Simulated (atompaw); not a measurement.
## Logarithmic derivatives: Cl, PAW (atompaw)

```json
{"Element": "chlorine (Cl)", "Generator": "atompaw 4.2.0.5", "Type": "PAW", "Functional": "PBE", "Relativity": "scalar-relativistic", "Frozen core": "[Ne]", "Valence charge": "7", "Reference configuration": "3s2 3p4 (charge +1)", "Partial waves": "3s (bound): rc 1.60 bohr; 3s channel at -1.6 Ry: rc 1.55 bohr; 3p (bound): rc 1.60 bohr; 3p channel at -0.2 Ry: rc 1.60 bohr", "Local potential": "bessel scheme, radius 1.40 bohr", "Core correction": "smooth core density matched at 1.15 bohr", "Augmentation charge": "sinc compensation charge, radius 1.35 bohr; PAW radius 1.60 bohr; waves and projectors: custom rrkj gramschmidtortho"}
```

The phase is arctan(r·u′/u) with u = r·R(r), unwrapped; energies in Ry, scanned from -4 to 5 Ry. A pole is an energy at which the radial function vanishes at the test radius. The pseudo phase is shifted by a multiple of π to meet the all-electron one at the reference energy, and phase errors are pseudo minus all-electron; the curves can meet again beyond the range given. Levels narrower than the energy grid can be missing from the lists of poles.

Problem. For each channel, where are the poles, and over which energies does the pseudopotential scatter like the atom?

Solution.

```csv
channel,radius (bohr),reference energy (Ry),"poles, all-electron","poles, pseudo",unbroken range about the reference energy with phases within 0.05 rad,phase error 1 Ry above the reference energy (rad)
s,1.60,-2.36,1.19,1.18,the whole range,-0.000
p,1.60,-1.43,2.49,2.48,the whole range,-0.000
```

Phases in the p channel:

```
E (Ry)  all-electron  pseudo
 -4.00         1.058   1.058
 -3.76         1.019   1.019
 -3.52         0.972   0.972
 -3.28         0.914   0.914
 -3.04         0.842   0.842
 -2.80         0.750   0.750
 -2.56         0.631   0.631
 -2.32         0.476   0.476
 -2.08         0.277   0.277
 -1.84         0.033   0.033
 -1.60        -0.235  -0.235
 -1.36        -0.494  -0.494
 -1.12        -0.715  -0.716
 -0.88        -0.891  -0.891
 -0.64        -1.027  -1.027
 -0.40        -1.131  -1.131
 -0.16        -1.213  -1.213
  0.08        -1.278  -1.278
  0.32        -1.331  -1.331
  0.56        -1.375  -1.375
  0.80        -1.411  -1.411
  1.04        -1.443  -1.443
  1.28        -1.470  -1.470
  1.52        -1.495  -1.495
  1.76        -1.516  -1.516
  2.00        -1.536  -1.536
  2.24        -1.554  -1.554
  2.48        -1.570  -1.571
  2.72        -1.586  -1.586
  2.96        -1.600  -1.601
  3.20        -1.614  -1.614
  3.44        -1.627  -1.628
  3.68        -1.640  -1.641
  3.92        -1.653  -1.653
  4.16        -1.665  -1.666
  4.40        -1.677  -1.679
  4.64        -1.690  -1.691
  4.88        -1.702  -1.704
```
